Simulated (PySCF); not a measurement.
Energies from PySCF, thermal terms from the rigid-rotor harmonic-oscillator model, ideal gas at 1 bar. Table values come from the NASA 1993 polynomials. S°(298 K) at PBE0/def2-TZVP differs from the NASA 1993 table for TiOCl2 (+10 J/mol/K); whether the harmonic model or the table's entry is off was not settled. 6-31G* has spherical d functions here. All species are closed-shell singlets. The harmonic model lacks anharmonicity and excited electronic states, which grow with temperature; levels with a mode under 35 cm⁻¹ are left out. Soft modes under 120 cm⁻¹ make the harmonic entropy rough for TiOCl2. The table's entry may be an old estimate for TiOCl2 (not checked at source).

Harmonic frequencies at HF/6-31G* (cm⁻¹): 97, 119, 233, 386, 515, 1268. Point group C2v; S°(298 K) = 322.4 J/mol/K at this level.

Problem. Work out Cp and S° of gaseous TiOCl2 at 500, 800, 1200, 1600, 2000 K from these, and set them beside the table.

Solution. 
```csv
T (K),Cp HF/6-31G*,Cp table,S° HF/6-31G*,S° table
500,75.3,78.0,359.8,359.9
800,79.2,80.9,396.2,397.3
1200,81.2,82.0,428.8,430.3
1600,82.0,82.5,452.2,454.0
2000,82.4,82.8,470.6,472.5
```
Units J/mol/K.
